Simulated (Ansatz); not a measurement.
Relaxation of Au₅Se₂⁺ with RKS PBE0-D4/def2-SVP.

```sh
$ ansatz run in.yaml --threads 4 --pin off --events-out ev --progress --plain --max-ram 4787MiB
```

```yaml
crystal:
  periodic: [false, false, false]
  atoms:
    - {symbol: Au, position_ang: [0.135900, 0.260040, -1.310610]}
    - {symbol: Au, position_ang: [-2.784190, 2.629740, -0.150790]}
    - {symbol: Au, position_ang: [0.179220, 1.353470, 1.901750]}
    - {symbol: Au, position_ang: [0.076790, -3.664330, -1.070420]}
    - {symbol: Au, position_ang: [1.340170, -1.227450, 1.605890]}
    - {symbol: Se, position_ang: [-0.428140, 2.433770, -0.207110]}
    - {symbol: Se, position_ang: [1.480240, -1.785240, -0.768710]}
basis:
  gaussian: {orbitals: def2-SVP}
total_charge: 1
hamiltonian: {xc: pbe0, dispersion: d4}
scf: {lower_state_search: "off"}
output: {orbitals: {seedname: orbitals}}
relax: {f_tol: 0.02, max_steps: 100}
```

Hardware: 4 threads of Arm Neoverse V2 on a shared host. Wall time 2.8 min, peak host memory 1 GiB.

Positions (Å) and forces (eV/Å) at steps 1, 2, 3, 4, 5, 6, 7, 8, 10, 13 of 13:

```xyz
7
step=1 energy=-149132.7800 eV
Au    0.136    0.260   -1.311    0.036   -0.102    0.698
Au   -2.784    2.630   -0.151   -0.130   -0.136    0.083
Au    0.179    1.353    1.902   -0.314    0.288   -0.193
Au    0.077   -3.664   -1.070   -0.175   -0.037    0.109
Au    1.340   -1.227    1.606   -0.012   -0.391   -0.251
Se   -0.428    2.434   -0.207    0.328    0.119   -0.227
Se    1.480   -1.785   -0.769    0.266    0.259   -0.220
7
step=2 energy=-149133.0277 eV
Au    0.142    0.238   -1.117    0.166   -0.025    0.546
Au   -2.781    2.601   -0.132    0.027   -0.104    0.033
Au    0.105    1.414    1.845   -0.116    0.059   -0.038
Au    0.060   -3.648   -1.040   -0.054    0.075    0.067
Au    1.333   -1.317    1.537   -0.031   -0.141   -0.091
Se   -0.405    2.512   -0.260    0.009    0.057   -0.277
Se    1.547   -1.800   -0.832    0.000    0.078   -0.240
7
step=3 energy=-149133.1511 eV
Au    0.202    0.238   -0.932    0.101    0.019    0.154
Au   -2.785    2.559   -0.126    0.038   -0.092    0.000
Au    0.064    1.449    1.803   -0.048    0.063    0.095
Au    0.028   -3.626   -1.021   -0.047    0.082    0.030
Au    1.326   -1.364    1.482    0.019   -0.102    0.041
Se   -0.408    2.558   -0.313   -0.055    0.057   -0.164
Se    1.573   -1.814   -0.892   -0.007   -0.026   -0.156
7
step=4 energy=-149133.2209 eV
Au    0.310    0.275   -0.863    0.031   -0.003    0.043
Au   -2.777    2.363   -0.165   -0.023   -0.072   -0.007
Au    0.039    1.551    1.833   -0.039    0.090    0.025
Au   -0.115   -3.493   -1.008   -0.071    0.030    0.007
Au    1.372   -1.442    1.467    0.033   -0.077   -0.020
Se   -0.412    2.572   -0.338    0.025    0.033   -0.023
Se    1.584   -1.827   -0.926    0.045   -0.002   -0.025
7
step=5 energy=-149133.2758 eV
Au    0.390    0.296   -0.802    0.027    0.011    0.017
Au   -2.769    2.174   -0.215    0.109   -0.025   -0.016
Au    0.002    1.704    1.881   -0.058    0.140   -0.079
Au   -0.256   -3.362   -1.011    0.062    0.107    0.003
Au    1.448   -1.552    1.454    0.050   -0.097   -0.078
Se   -0.413    2.583   -0.354   -0.067   -0.111    0.091
Se    1.598   -1.844   -0.953   -0.123   -0.024    0.061
7
step=6 energy=-149133.3290 eV
Au    0.447    0.311   -0.753   -0.011   -0.019    0.007
Au   -2.752    2.045   -0.248    0.097   -0.009   -0.018
Au   -0.057    1.884    1.925   -0.058    0.145   -0.118
Au   -0.345   -3.265   -1.014    0.070    0.090   -0.005
Au    1.534   -1.703    1.439    0.055   -0.100   -0.116
Se   -0.420    2.580   -0.372   -0.037   -0.115    0.136
Se    1.593   -1.853   -0.977   -0.116    0.008    0.115
7
step=7 energy=-149133.3747 eV
Au    0.445    0.303   -0.712    0.042    0.003   -0.001
Au   -2.730    1.959   -0.282    0.040    0.001   -0.012
Au   -0.114    2.066    1.964   -0.047    0.116   -0.134
Au   -0.397   -3.190   -1.026    0.032    0.035   -0.008
Au    1.628   -1.861    1.427    0.042   -0.074   -0.140
Se   -0.419    2.572   -0.382   -0.030   -0.083    0.152
Se    1.586   -1.849   -0.989   -0.081    0.002    0.143
7
step=8 energy=-149133.4094 eV
Au    0.459    0.302   -0.669    0.025    0.007   -0.003
Au   -2.721    1.903   -0.308    0.003   -0.002   -0.007
Au   -0.179    2.254    1.988   -0.025    0.067   -0.064
Au   -0.436   -3.142   -1.038    0.001    0.006   -0.007
Au    1.725   -2.031    1.402    0.026   -0.045   -0.074
Se   -0.425    2.565   -0.384   -0.005   -0.033    0.078
Se    1.576   -1.850   -0.990   -0.024    0.001    0.077
7
step=10 energy=-149133.4220 eV rejected
Au    0.420    0.264   -0.536    0.162    0.093   -0.102
Au   -2.694    1.840   -0.341   -0.051    0.012   -0.005
Au   -0.318    2.622    2.003    0.000    0.010   -0.057
Au   -0.468   -3.076   -1.058   -0.025   -0.043   -0.013
Au    1.899   -2.367    1.321    0.001    0.008   -0.064
Se   -0.416    2.559   -0.392   -0.034   -0.062    0.114
Se    1.576   -1.841   -0.997   -0.054   -0.017    0.127
7
step=13 energy=-149133.4330 eV
Au    0.477    0.296   -0.580    0.005    0.001    0.008
Au   -2.713    1.840   -0.337   -0.002    0.000    0.000
Au   -0.309    2.601    2.009    0.001   -0.001   -0.003
Au   -0.478   -3.092   -1.058   -0.001   -0.001   -0.001
Au    1.887   -2.349    1.332   -0.001    0.002   -0.003
Se   -0.431    2.555   -0.380   -0.001    0.000   -0.001
Se    1.566   -1.853   -0.986    0.000    0.000   -0.001
```

In the def2 sets Au takes a core potential; there is no spin–orbit coupling. Another isomer (singlet) lies 0.05 eV lower at PBE0-D4/def2-TZVP; other spin states weren't run for this one.
